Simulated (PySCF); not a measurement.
**How methods differ on the excitation energy of Ag+**

Ag+ [Kr] 4d10 (1S) → Ag+ [Kr] 4d9 5p1 (high-spin determinant), as a difference of total energies. Computed with PySCF 2.14 in def2-TZVPPD with the def2 core potential (28 electrons), with a scalar-relativistic core potential. Correlated levels: valence and next inner shell: nothing frozen outside the core potential. The calculations carry no spin-orbit coupling.

```csv
method,excitation energy (cm⁻¹)
UHF,74909
MP2 (valence and next inner shell),85560
SCS-MP2 (valence and next inner shell),84565
CCSD (valence and next inner shell),82443
CCSD(T) (valence and next inner shell),82709
```

The determinant of the upper state mixes LS terms, which raises its energy above the lowest term, most at the Hartree-Fock and MP2 levels.
